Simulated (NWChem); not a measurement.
C₂H₄O₂Si; SMILES O=C1[SiH2]CO1

```xyz
9

O      0.4819    -2.0320     0.0000
C      0.1456    -0.8810     0.0000
O     -1.1801    -0.4575     0.0000
C     -1.0991     1.0081     0.0000
Si     0.8177     0.9603     0.0000
H     -1.5979     1.4126    -0.9038
H     -1.5979     1.4126     0.9038
H      1.5272     1.4420     1.2328
H      1.5272     1.4420    -1.2328
```
Atoms are numbered in this order, from 1.

Program: NWChem. Geometry: optimised at PBE-D3(BJ)/def2-SVP. Ions are spin-unrestricted doublets at the neutral geometry; other ion states weren't tried.

Task: Among these, which level gives the highest value of “−ε(HOMO) (eV)”?
(A) PBE/def2-SVP
(B) M06-2X/def2-SVP
(C) B3LYP/def2-SVP
(D) Hartree-Fock/def2-SVP

Result: D, Hartree-Fock/def2-SVP. Values: PBE/def2-SVP 6.07; B3LYP/def2-SVP 7.27; M06-2X/def2-SVP 8.96; Hartree-Fock/def2-SVP 11.28
